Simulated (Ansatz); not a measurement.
Ansatz (a quantum-chemistry and plane-wave program) input (B3LYP-D3(BJ)/def2-TZVP):

Ansatz 0.2 input:
```yaml
crystal:
  periodic: [false, false, false]
  atoms:
    - {symbol: C, position_ang: [2.54598133, -0.45040089, -0.45239677]}
    - {symbol: C, position_ang: [1.56779912, -0.29083446, 0.62702145]}
    - {symbol: C, position_ang: [0.29592708, -0.06537201, 0.82212590]}
    - {symbol: C, position_ang: [-0.74999891, 0.13856934, -0.26238923]}
    - {symbol: C, position_ang: [-1.37347877, 1.53240617, -0.14509301]}
    - {symbol: C, position_ang: [-1.81994421, -0.95415133, -0.18210687]}
    - {symbol: H, position_ang: [2.07275093, -0.35073380, -1.43978187]}
    - {symbol: H, position_ang: [3.33632079, 0.30169479, -0.38728445]}
    - {symbol: H, position_ang: [3.02503792, -1.43197301, -0.41309111]}
    - {symbol: H, position_ang: [-0.08945630, -0.01134683, 1.84130190]}
    - {symbol: H, position_ang: [-0.25441518, 0.06405446, -1.23433553]}
    - {symbol: H, position_ang: [-2.12701312, 1.68837414, -0.92065414]}
    - {symbol: H, position_ang: [-1.86192161, 1.65553009, 0.82508508]}
    - {symbol: H, position_ang: [-0.61616043, 2.31168466, -0.23977308]}
    - {symbol: H, position_ang: [-2.57665235, -0.81585954, -0.95793112]}
    - {symbol: H, position_ang: [-1.38047378, -1.94510420, -0.30313787]}
    - {symbol: H, position_ang: [-2.32573071, -0.92762169, 0.78663335]}
basis:
  gaussian:
    orbitals: def2-TZVP
hamiltonian:
  xc: b3lyp
  dispersion: d3bj
magnetization: {spin_polarized: true, initial_magnetization: 1}
phonons: {temperatures: {t_min: 298.15, t_max: 298.15, t_step: 100}}
```

Output:

```
Functional definition: B3LYP
integrals: 0.19 GiB planned
1564 factors; their error is unknown
0.34 GiB of the device are held for the grids
1.51 GiB of device memory are held for the factors and their scratch space
mean field: 1.78 GiB planned
mean field evaluation 1: about -6385.7742 eV, gradient 5.8e1 eV
mean field evaluation 2: about -6374.8852 eV, gradient 7.2e1 eV
mean field evaluation 4: about -6401.7431 eV, gradient 6.4e0 eV
mean field evaluation 8: about -6401.9407 eV, gradient 1.4e-1 eV
mean field evaluation 16: about -6401.9052 eV, gradient 3.1e-3 eV
mean field -6401.90519388 eV, -235.2656765079 hartree, gradient 2.5e-5 eV, S^2 0.758370; 0 other end points of the search recorded, 0 dependent functions left out
the calculation of the forces begins
reference -6401.90552218 eV, -235.2656885727 hartree; 24, 23 occupied and 228, 229 virtual orbitals, 1564 factors
these checks for a lower state are left out or cut short: stability, starts, cluster_reference, orbital_swaps, neighbouring_geometries, increment
integrals: 0.19 GiB planned
1564 factors; their error is unknown
0.34 GiB of the device are held for the grids
1.51 GiB of device memory are held for the factors and their scratch space
mean field: 1.78 GiB planned
mean field evaluation 32: about -6401.9051 eV, gradient 2.7e-6 eV
mean field -6401.90510576 eV, -235.2656732696 hartree, gradient 2.7e-6 eV, S^2 0.758373; 0 other end points of the search recorded, 0 dependent functions left out
the calculation of the forces begins
reference -6401.90543398 eV, -235.2656853312 hartree; 24, 23 occupied and 228, 229 virtual orbitals, 1564 factors
these checks for a lower state are left out or cut short: stability, starts, cluster_reference, orbital_swaps, neighbouring_geometries, increment
integrals: 0.19 GiB planned
1564 factors; their error is unknown
0.34 GiB of the device are held for the grids
1.51 GiB of device memory are held for the factors and their scratch space
mean field: 1.78 GiB planned
mean field -6401.90496769 eV, -235.2656681954 hartree, gradient 2.9e-6 eV, S^2 0.758368; 0 other end points of the search recorded, 0 dependent functions left out
the calculation of the forces begins
reference -6401.90529607 eV, -235.2656802635 hartree; 24, 23 occupied and 228, 229 virtual orbitals, 1564 factors
these checks for a lower state are left out or cut short: stability, starts, cluster_reference, orbital_swaps, neighbouring_geometries, increment
integrals: 0.19 GiB planned
1564 factors; their error is unknown
0.35 GiB of the device are held for the grids
1.51 GiB of device memory are held for the factors and their scratch space
mean field: 1.77 GiB planned
mean field -6401.90505136 eV, -235.2656712705 hartree, gradient 3.0e-6 eV, S^2 0.758369; 0 other end points of the search recorded, 0 dependent functions left out
the calculation of the forces begins
reference -6401.90537964 eV, -235.2656833344 hartree; 24, 23 occupied and 228, 229 virtual orbitals, 1564 factors
these checks for a lower state are left out or cut short: stability, starts, cluster_reference, orbital_swaps, neighbouring_geometries, increment
integrals: 0.19 GiB planned
1564 factors; their error is unknown
0.34 GiB of the device are held for the grids
1.51 GiB of device memory are held for the factors and their scratch space
mean field: 1.77 GiB planned
mean field -6401.90503437 eV, -235.2656706461 hartree, gradient 2.5e-6 eV, S^2 0.758372; 0 other end points of the search recorded, 0 dependent functions left out
[...]
reference -6401.90551224 eV, -235.2656882075 hartree; 24, 23 occupied and 228, 229 virtual orbitals, 1564 factors
these checks for a lower state are left out or cut short: stability, starts, cluster_reference, orbital_swaps, neighbouring_geometries, increment
integrals: 0.19 GiB planned
1564 factors; their error is unknown
0.34 GiB of the device are held for the grids
1.51 GiB of device memory are held for the factors and their scratch space
mean field: 1.77 GiB planned
mean field -6401.90521464 eV, -235.2656772710 hartree, gradient 2.8e-6 eV, S^2 0.758370; 0 other end points of the search recorded, 0 dependent functions left out
the calculation of the forces begins
reference -6401.90554297 eV, -235.2656893368 hartree; 24, 23 occupied and 228, 229 virtual orbitals, 1564 factors
these checks for a lower state are left out or cut short: stability, starts, cluster_reference, orbital_swaps, neighbouring_geometries, increment
integrals: 0.19 GiB planned
1564 factors; their error is unknown
0.35 GiB of the device are held for the grids
1.51 GiB of device memory are held for the factors and their scratch space
mean field: 1.77 GiB planned
mean field evaluation 384: about -6401.9045 eV, gradient 4.8e-1 eV
mean field -6401.90514041 eV, -235.2656745431 hartree, gradient 2.8e-6 eV, S^2 0.758371; 0 other end points of the search recorded, 0 dependent functions left out
the calculation of the forces begins
reference -6401.90546869 eV, -235.2656866069 hartree; 24, 23 occupied and 228, 229 virtual orbitals, 1564 factors
these checks for a lower state are left out or cut short: stability, starts, cluster_reference, orbital_swaps, neighbouring_geometries, increment
integrals: 0.19 GiB planned
1564 factors; their error is unknown
0.35 GiB of the device are held for the grids
1.51 GiB of device memory are held for the factors and their scratch space
mean field: 1.77 GiB planned
mean field -6401.90512253 eV, -235.2656738860 hartree, gradient 2.8e-6 eV, S^2 0.758370; 0 other end points of the search recorded, 0 dependent functions left out
the calculation of the forces begins
reference -6401.90545086 eV, -235.2656859517 hartree; 24, 23 occupied and 228, 229 virtual orbitals, 1564 factors
these checks for a lower state are left out or cut short: stability, starts, cluster_reference, orbital_swaps, neighbouring_geometries, increment
integrals: 0.19 GiB planned
1564 factors; their error is unknown
0.34 GiB of the device are held for the grids
1.51 GiB of device memory are held for the factors and their scratch space
mean field: 1.77 GiB planned
mean field -6401.90509978 eV, -235.2656730498 hartree, gradient 2.8e-6 eV, S^2 0.758370; 0 other end points of the search recorded, 0 dependent functions left out
the calculation of the forces begins
reference -6401.90542806 eV, -235.2656851137 hartree; 24, 23 occupied and 228, 229 virtual orbitals, 1564 factors
these checks for a lower state are left out or cut short: stability, starts, cluster_reference, orbital_swaps, neighbouring_geometries, increment
integrals: 0.19 GiB planned
1564 factors; their error is unknown
0.34 GiB of the device are held for the grids
1.51 GiB of device memory are held for the factors and their scratch space
mean field: 1.78 GiB planned
mean field -6401.90512521 eV, -235.2656739845 hartree, gradient 2.8e-6 eV, S^2 0.758370; 0 other end points of the search recorded, 0 dependent functions left out
the calculation of the forces begins
reference -6401.90545353 eV, -235.2656860500 hartree; 24, 23 occupied and 228, 229 virtual orbitals, 1564 factors
these checks for a lower state are left out or cut short: stability, starts, cluster_reference, orbital_swaps, neighbouring_geometries, increment
integrals: 0.19 GiB planned
1564 factors; their error is unknown
0.35 GiB of the device are held for the grids
1.51 GiB of device memory are held for the factors and their scratch space
mean field: 1.77 GiB planned
mean field evaluation 416: about -6401.9051 eV, gradient 2.8e-6 eV
mean field -6401.90514647 eV, -235.2656747657 hartree, gradient 2.8e-6 eV, S^2 0.758370; 0 other end points of the search recorded, 0 dependent functions left out
the calculation of the forces begins
reference -6401.90547475 eV, -235.2656868298 hartree; 24, 23 occupied and 228, 229 virtual orbitals, 1564 factors
these checks for a lower state are left out or cut short: stability, starts, cluster_reference, orbital_swaps, neighbouring_geometries, increment
integrals: 0.19 GiB planned
1564 factors; their error is unknown
0.35 GiB of the device are held for the grids
1.51 GiB of device memory are held for the factors and their scratch space
mean field: 1.77 GiB planned
mean field -6401.90518048 eV, -235.2656760155 hartree, gradient 2.8e-6 eV, S^2 0.758371; 0 other end points of the search recorded, 0 dependent functions left out
the calculation of the forces begins
reference -6401.90550881 eV, -235.2656880812 hartree; 24, 23 occupied and 228, 229 virtual orbitals, 1564 factors
these checks for a lower state are left out or cut short: stability, starts, cluster_reference, orbital_swaps, neighbouring_geometries, increment
integrals: 0.19 GiB planned
1564 factors; their error is unknown
0.34 GiB of the device are held for the grids
1.51 GiB of device memory are held for the factors and their scratch space
mean field: 1.77 GiB planned
mean field -6401.90508908 eV, -235.2656726565 hartree, gradient 2.8e-6 eV, S^2 0.758370; 0 other end points of the search recorded, 0 dependent functions left out
the calculation of the forces begins
reference -6401.90541736 eV, -235.2656847205 hartree; 24, 23 occupied and 228, 229 virtual orbitals, 1564 factors
these checks for a lower state are left out or cut short: stability, starts, cluster_reference, orbital_swaps, neighbouring_geometries, increment
integrals: 0.19 GiB planned
1564 factors; their error is unknown
0.35 GiB of the device are held for the grids
1.51 GiB of device memory are held for the factors and their scratch space
mean field: 1.77 GiB planned
mean field -6401.90517173 eV, -235.2656756940 hartree, gradient 2.8e-6 eV, S^2 0.758370; 0 other end points of the search recorded, 0 dependent functions left out
the calculation of the forces begins
reference -6401.90550003 eV, -235.2656877589 hartree; 24, 23 occupied and 228, 229 virtual orbitals, 1564 factors
these checks for a lower state are left out or cut short: stability, starts, cluster_reference, orbital_swaps, neighbouring_geometries, increment
integrals: 0.19 GiB planned
1564 factors; their error is unknown
0.34 GiB of the device are held for the grids
1.51 GiB of device memory are held for the factors and their scratch space
mean field: 1.77 GiB planned
mean field -6401.90518636 eV, -235.2656762317 hartree, gradient 2.8e-6 eV, S^2 0.758371; 0 other end points of the search recorded, 0 dependent functions left out
the calculation of the forces begins
reference -6401.90551466 eV, -235.2656882965 hartree; 24, 23 occupied and 228, 229 virtual orbitals, 1564 factors
Total energy: -6402.50306706 eV, -235.2876479419 hartree
Atom 0 at     2.545981    -0.450401    -0.452397 Å, force     0.000141    -0.000024    -0.000107 eV/Å
Atom 1 at     1.567799    -0.290834     0.627021 Å, force    -0.001466     0.000263     0.000021 eV/Å
Atom 2 at     0.295927    -0.065372     0.822126 Å, force     0.000157    -0.000034     0.000375 eV/Å
Atom 3 at    -0.749999     0.138569    -0.262389 Å, force     0.000716    -0.000147     0.001234 eV/Å
Atom 4 at    -1.373479     1.532406    -0.145093 Å, force     0.000208     0.000330    -0.000037 eV/Å
Atom 5 at    -1.819944    -0.954151    -0.182107 Å, force     0.000080    -0.000381    -0.000048 eV/Å
Atom 6 at     2.072751    -0.350734    -1.439782 Å, force     0.000095    -0.000016    -0.000059 eV/Å
Atom 7 at     3.336321     0.301695    -0.387284 Å, force     0.000052     0.000130    -0.000070 eV/Å
Atom 8 at     3.025038    -1.431973    -0.413091 Å, force     0.000004    -0.000138    -0.000074 eV/Å
Atom 9 at    -0.089456    -0.011347     1.841302 Å, force     0.000148    -0.000025    -0.000119 eV/Å
Atom 10 at    -0.254415     0.064054    -1.234336 Å, force    -0.000346     0.000083    -0.001434 eV/Å
Atom 11 at    -2.127013     1.688374    -0.920654 Å, force     0.000193    -0.000386    -0.000178 eV/Å
Atom 12 at    -1.861922     1.655530     0.825085 Å, force    -0.000131     0.000096     0.000129 eV/Å
Atom 13 at    -0.616160     2.311685    -0.239773 Å, force     0.000039     0.000243     0.000208 eV/Å
Atom 14 at    -2.576652    -0.815860    -0.957931 Å, force     0.000317     0.000300    -0.000168 eV/Å
Atom 15 at    -1.380474    -1.945104    -0.303138 Å, force    -0.000049    -0.000247     0.000201 eV/Å
Atom 16 at    -2.325731    -0.927622     0.786633 Å, force    -0.000157    -0.000048     0.000126 eV/Å
Dipole moment:    -0.015543     0.005943    -0.211786 e Å
Vibrations: 49.04 120.13 155.91 228.81 253.65 268.55 345.00 399.15 436.57 546.56 815.17 815.43 903.32 934.21 965.50 967.45 1034.50 1050.74 1119.23 1145.83 1185.37 1283.49 1344.26 1354.13 1396.75 1398.09 1418.40 1456.53 1471.48 1487.48 1488.85 1500.28 1508.21 1761.15 2965.04 3021.66 3025.09 3028.74 3047.88 3072.02 3074.01 3078.58 3086.75 3097.61 3099.74 cm⁻¹, zero-point energy 4.104269 eV
```

It need not be the lowest isomer of its formula.
